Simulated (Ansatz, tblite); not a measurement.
Cost and result up the ladder for `c1c[se]c(-c2ccc(-c3ccc(-c4ccc(-c5ccc(-c6ccc(-c7ccc(-c8ccc(-c9ccc[se]9)[se]8)[se]7)[se]6)[se]5)[se]4)[se]3)[se]2)c1` (65 atoms). The state is a singlet with charge 0. Geometry: PBE-D4/def2-SVP.

Cartesian coordinates in Å:
```
C -9.940 -12.696 -3.713
C -9.845 -12.624 -5.087
Se -8.791 -11.178 -5.627
C -8.526 -10.780 -3.792
C -7.732 -9.655 -3.359
C -7.830 -8.949 -2.162
C -6.911 -7.884 -1.996
C -6.024 -7.666 -3.050
C -5.007 -6.664 -3.182
C -4.190 -6.377 -4.277
C -3.269 -5.318 -4.106
C -3.287 -4.683 -2.862
C -2.492 -3.586 -2.396
C -2.406 -3.046 -1.112
C -1.526 -1.952 -0.954
C -0.846 -1.540 -2.102
C 0.101 -0.475 -2.257
C 0.835 -0.107 -3.387
C 1.710 0.993 -3.234
C 1.729 1.585 -1.969
C 2.509 2.708 -1.531
C 3.117 3.691 -2.316
C 3.827 4.692 -1.615
C 3.835 4.578 -0.223
C 4.469 5.443 0.733
C 5.508 6.349 0.514
C 5.943 7.075 1.648
C 5.289 6.794 2.848
C 5.516 7.345 4.153
C 5.011 6.930 5.385
C 5.439 7.668 6.516
C 6.308 8.726 6.258
C 6.898 9.642 7.204
C 6.426 9.997 8.464
C 7.238 10.919 9.188
C 8.379 11.335 8.532
Se 8.539 10.527 6.854
Se 6.628 8.865 4.396
Se 3.932 5.499 2.550
Se 2.883 3.024 0.300
Se 0.507 0.700 -0.820
Se -1.358 -2.622 -3.577
Se -4.603 -5.484 -1.750
Se -6.325 -8.953 -4.415
C -9.218 -11.693 -3.002
H -10.520 -13.481 -3.205
H -10.302 -13.289 -5.830
H -8.602 -9.188 -1.416
H -6.909 -7.243 -1.101
H -4.265 -6.945 -5.217
H -2.571 -5.011 -4.899
H -2.982 -3.463 -0.272
H -1.371 -1.456 0.016
H 0.749 -0.663 -4.333
H 2.364 1.346 -4.043
H 3.004 3.701 -3.410
H 4.310 5.541 -2.122
H 5.979 6.456 -0.474
H 6.773 7.797 1.602
H 4.349 6.055 5.469
H 5.143 7.406 7.542
H 5.471 9.611 8.849
H 6.971 11.285 10.190
H 9.139 12.042 8.886
H -9.175 -11.652 -1.904
```

Ansatz on 11 threads of AMD EPYC 7R13 on a shared host and a whole NVIDIA H100 80GB HBM3; xTB runs through tblite on one thread. Times are rough, summed over both states, and most runs start from the orbitals of an earlier one. No level here is sound enough to serve as a yardstick. The other state is a doublet.

The xTB rows come from tblite. Single mean-field runs in def2-TZVP are fitted with def2-universal-jkfit.

Raw xTB energies of ions are shifted by several eV.

```csv
level,functions,vertical IE (eV),remarks
PBE0-D4/def2-TZVP (with forces),1668,5.79,restricted SCF unstable in HF (singlet)
PBE-D4/def2-TZVP (with forces),1668,5.48,restricted SCF unstable in HF (singlet)
LDA (SPW92)/def2-TZVP,1668,5.68,restricted SCF unstable in HF (singlet)
GFN1-xTB,265,10.98,–
GFN2-xTB,245,10.61,–
```

(1) Estimate how long each takes.

Answers

(1) GFN2-xTB 1.1 s; GFN1-xTB 1.1 s; LDA (SPW92)/def2-TZVP 21 s; PBE-D4/def2-TZVP (with forces) 23 s; PBE0-D4/def2-TZVP (with forces) 59 s. On shared hardware such times vary by a factor of up to 3.
